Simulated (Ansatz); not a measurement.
`F[SiH2][SbH2]` + `O=CO` → `O=CO[SiH2]F` + `[SbH3]` at 500 K and 1 bar (cleavage of the Si–Sb bond).

Program: Ansatz. Geometries: PBE0-D4/def2-TZVP. ΔE: electronic, gas phase. CCSD(T)/CBS adds triple-zeta CCSD(T) − MP2 to the extrapolated MP2 energy (def2 sets, frozen cores). This one scheme is used for every species. def2 core potentials past Kr. For Sb outer-core shells are correlated without core-valence functions, which leaves a few kJ/mol of doubt a bond. Each species was taken in one conformer, which may not be the lowest.

```tsv
species	CCSD(T)/CBS energy (Eh)	H − E (kJ/mol)	S (J/(mol·K))
`F[SiH2][SbH2]`	-631.33896	124.7	378.2
`O=CO`	-189.60296	110.7	274.8
`O=CO[SiH2]F`	-579.18029	155.7	374.8
`[SbH3]`	-241.78682	70.2	256.6
```

H − E and S are ideal-gas, rigid-rotor, harmonic terms from PBE0-D4/def2-TZVP, for one conformer and one mirror image of each species. 1 Eh = 2625.50 kJ/mol, R = 8.31446 J/(mol·K).

Question: By hand: ΔE, ΔH, ΔS and ΔG.

Answer: ΔE = (-579.18029) + (-241.78682) − (-631.33896) − (-189.60296) = -0.02519 Eh = -66.1 kJ/mol. Δ(H − E) = 155.7 + 70.2 − 124.7 − 110.7 = -9.5, so ΔH = -75.6 kJ/mol. ΔS = 374.8 + 256.6 − 378.2 − 274.8 = -21.6 J/(mol·K). ΔG = -75.6 − 500 × (-21.6)/1000 = -64.8 kJ/mol.

Question: By hand: the equilibrium constant, and the temperature at which ΔG would vanish if ΔH and ΔS stayed fixed.

Answer: log₁₀ K = −ΔG/(RT ln 10) = 6.8. ΔG = 0 at ΔH/ΔS = 3500 K, far beyond where these terms or the molecules hold.

ΔH outweighs TΔS. A doubt of 5 kJ/mol in ΔE shifts log₁₀ K by 0.5 here. Other conformers and mirror images would add mixing entropy, several J/(mol·K) or more a flexible species. These are equilibria of isolated gas molecules and say nothing of rates. Largest T1 diagnostic: 0.016 (customary marks: 0.02 for closed shells, 0.045 for open ones).
